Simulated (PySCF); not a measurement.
CH₃F₂MoNS, SMILES C[N]=[Mo]([F])([F])=[S], multiplicity 1.

Coordinates come from a B3LYP-D3(BJ)/def2-SVP optimisation. The spin state was assumed, not searched. The structure was generated by enumeration; whether it is a known compound was not checked. The def2 effective core potentials stand for the cores of Mo; spin–orbit coupling is left out.

Vertical ionisation energy (IE) and electron affinity (EA) in eV. Rows of orbital energies are one-electron estimates. Where ΔSCF, EOM or ADC give a negative EA the extra electron is unbound and the value depends on the basis.

| level | IE | EA |
|---|---|---|
| −ε(HOMO), −ε(LUMO), ωB97X/def2-TZVP (PySCF) | 9.89 | 0.87 |
| −ε(HOMO), −ε(LUMO), PBE/def2-TZVP (PySCF) | 6.49 | 3.51 |
